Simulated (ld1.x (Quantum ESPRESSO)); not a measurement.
**Building the TM potential for Si (Z = 14) (PBEsol, non-relativistic).**

* Element: Si
* Generator: ld1.x (Quantum ESPRESSO) 7.5
* Type: norm-conserving Troullier–Martins (Kleinman–Bylander form)
* Functional: PBEsol
* Relativity: non-relativistic
* Frozen core: [Ne]
* Valence charge: 4
* Reference configuration: 3s1.5 3p2.5
* Partial waves: 3s (bound): rc 1.65 bohr; 3p (bound): rc 2.15 bohr; 3d channel at 0.15 Ry: rc 1.60 bohr
* Local potential: the d channel
* Core correction: none

* Cutoffs needed: 15 Ry and 35 Ry (the cutoffs (Ry, on a coarse ladder) from which the occupation-weighted sum of valence levels, in a spherical-Bessel basis at the reference potential, stays within 10 and 1 mRy of its value at 400 Ry)
* Ghost test: no extra level below or beside the all-electron valence levels (s, p, d, f tested) (spherical-Bessel basis up to 400 Ry, 20 bohr box)
* Largest excitation error: +141 meV (all-electron minus pseudo) for 3s1 3p0, out of 7 test configurations
